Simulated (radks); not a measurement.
Polarisability of neutral iridium, [Xe] 4f14 5d7 6s2, at imaginary frequency. Calculated with a radial shooting solver on a logarithmic mesh with Libxc functionals: scalar-relativistic Kohn-Sham, exchange-only LDA, spin-unpolarised, spherical densities, finite nucleus; Fermi nuclear charge, rms radius 5.4032 fm. Response by self-consistent Sternheimer equations with the Hartree and adiabatic exchange-only LDA kernel, the relativistic mass of each level held fixed and spin-orbit coupling left out.

w (hartree)  alpha1(iw) (bohr^3)
0.00266                    47.88
0.0143                     47.73
0.0360                     46.93
0.0697                     44.55
0.118                      39.67
0.186                      32.43
0.280                      24.38
0.413                      17.22
0.605                      11.63
0.892                      7.520
1.35                       4.564
2.12                       2.506
3.59                       1.176
6.94                      0.4352
17.5                      0.1047

Static values: alpha1 = 47.89 bohr^3 (7.096 angstrom^3; uncoupled 101.1). C6 = 529.1, triple-dipole C9 = 17410 atomic units. One-pole (London) frequency 4 C6 / (3 alpha1^2) = 0.308 hartree, against 0.204 for minus the highest occupied eigenvalue. Recommended static value: 54 bohr^3 (Schwerdtfeger and Nagle, 2023 table).

Beside tabulated values, note that spin-unpolarised runs miss the spin-polarisation part of the exchange energy of open shells.
